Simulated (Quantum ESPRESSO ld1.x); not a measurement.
All-electron atom: Ti12+ in [Ne]. Calculated with ld1.x of Quantum ESPRESSO 7.5: Dirac Kohn-Sham, PBEsol, spin-unpolarised, spherical densities, point nucleus. Some entries of the table are withheld. Estimate them.

orbital,occ.,eigenvalue (hartree),<r> (bohr),r(max) (bohr)
1s1/2,2,(1),0.06959,0.045
2s1/2,2,(2),(3),0.266
2p1/2,2,-27.7745,0.2822,(4)
2p3/2,4,-27.5543,0.2848,(5)
3s1/2,0,-11.1210,0.8289,0.772
3p1/2,0,(6),(7),0.759
3p3/2,0,(8),(9),0.766

Answer. 
(1) 1s1/2 eigenvalue (hartree): -190.7149
(2) 2s1/2 eigenvalue (hartree): -30.9096
(3) 2s1/2 <r> (bohr): 0.3200
(4) 2p1/2 r(max) (bohr): 0.216
(5) 2p3/2 r(max) (bohr): 0.218
(6) 3p1/2 eigenvalue (hartree): -10.2059
(7) 3p1/2 <r> (bohr): 0.8231
(8) 3p3/2 eigenvalue (hartree): -10.1602
(9) 3p3/2 <r> (bohr): 0.8270
